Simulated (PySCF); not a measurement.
Distorted geometries of [Ce(H2S)2]3+

[Ce(H2S)2]3+ (singlet in the valence; each metal's 4f electrons, 1 of them, lie in its core potential, out of spins and levels). PySCF 2.14.0, RKS PBE0, Ce lcecp-1-SVP with ECP47, S def2-SVP, H def2-SVP; non-relativistic Hamiltonian with scalar-relativistic core potentials where named; density fitting; no spin-orbit coupling. Relaxed geometry:

```xyz
7

Ce    1.3926    0.0000    0.0000
S    -0.4042    0.1354    2.3049
H     0.3377    0.2025    3.4544
H    -0.9540    1.3870    2.3856
S    -0.4042   -0.1354   -2.3049
H     0.3377   -0.2025   -3.4544
H    -0.9540   -1.3870   -2.3856
```

**Question.** Order these distorted geometries by energy above the relaxed one, lowest first.
A.
```xyz
7

Ce    1.3199    0.0068   -0.0317
S    -0.2487    0.1123    2.4271
H     0.4059    0.1860    3.4071
H    -1.1211    1.3804    2.3775
S    -0.4035   -0.1380   -2.3574
H     0.2994   -0.2256   -3.3894
H    -0.9004   -1.3220   -2.4333
```
B.
```xyz
7

Ce    1.3538   -0.0173   -0.0075
S    -0.4346    0.1673    2.3888
H     0.3615    0.2795    3.4063
H    -0.9146    1.4301    2.4000
S    -0.3721   -0.1430   -2.2414
H     0.2794   -0.2794   -3.5312
H    -0.9220   -1.4371   -2.4150
```
C.
```xyz
7

Ce    1.3481   -0.0004   -0.0286
S    -0.3791    0.1182    2.3177
H     0.3031    0.1638    3.4505
H    -0.9141    1.3580    2.3787
S    -0.4354   -0.1313   -2.2712
H     0.3632   -0.1767   -3.4662
H    -0.9343   -1.3316   -2.3809
```

**Answer.** C (0.15 eV), B (0.25 eV), A (1.26 eV).

**Question.** Which forces (eV/Å) act in the one that lies 0.25 eV up?

**Answer.** 
```
Ce   0.20  0.01  0.51
S   -0.96 -0.61 -1.91
H    1.24  0.22  1.68
H   -0.16  0.40  0.07
S   -0.05 -1.38 -2.20
H   -0.43  0.50  1.38
H    0.16  0.86  0.48
```
Forces carry noise of the integration grid, about 0.01 to 0.03 eV/Å.

A frequency check found unstable modes (1, the lowest at -49 cm⁻¹), so the relaxed geometry is probably a saddle point. An lcecp potential fixes the number of 4f electrons, so in runs with it no electron can move into or out of that shell.
